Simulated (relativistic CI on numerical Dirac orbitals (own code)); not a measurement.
Hyperfine structure of Te²³⁺, mass number 123

Calculated at this level of theory: Dirac-Coulomb-Breit CI, separate exchange-only KLI orbitals for each configuration, QED by a radiative potential, unscaled Slater integrals (own radial code, finite nucleus).

Configurations in the expansion (outside the closed core [Ar]): 3d¹⁰4s, 3d¹⁰4p, 3d¹⁰4d, 3d¹⁰4f, 3d¹⁰5s, 3d¹⁰5p, 3d¹⁰5d, 3d¹⁰5f, 3d¹⁰5g, 3d¹⁰6s, 3d⁹4p², 3d¹⁰6p, 3d¹⁰6d, 3d⁹4s², 3d⁸4s4p², 3d¹⁰6f. Levels of other configurations are missing.

Nuclear spin I = 1/2, μ = -0.7358 μN (tables of Stone and Pyykkö). The electronic factors are computed for point nuclear moments, without core polarisation or the Bohr-Weisskopf and QED corrections.

| Level | E (cm⁻¹) | A (GHz) |
| --- | --- | --- |
| 3d¹⁰4s ²S1/2 | 0 | -431 |
| 3d¹⁰4p ²P°1/2 | 394926 | -128 |
| 3d¹⁰4p ²P°3/2 | 513078 | -19.92 |
| 3d¹⁰4d ²D3/2 | 1154811 | -9.185 |
| 3d¹⁰4d ²D5/2 | 1177708 | -3.804 |
| 3d¹⁰4f ²F°5/2 | 1856546 | -1.545 |
| 3d¹⁰4f ²F°7/2 | 1859264 | -0.8524 |
| 3d¹⁰5s ²S1/2 | 2522738 | -192.1 |

Levels with J = 0, under 50 % of one LS term, or S terms without an open s electron are left out. Small factors come from cancelling terms and can be off by tens of per cent or more.

At this charge energies of transitions that change n are usually good to better than 1 %, and those within a shell (Δn = 0) to a few per cent.

**Question.** Give the hyperfine levels of 3d¹⁰4s ²S1/2 relative to its centre of gravity.

**Answer.** With K = F(F + 1) − I(I + 1) − J(J + 1), E = AK/2: F = 0: 323.2, F = 1: -107.7 GHz.

LS names give the leading component of a level, which can be under half, so a name can repeat, a term be missing and a line seem to break the LS rules.
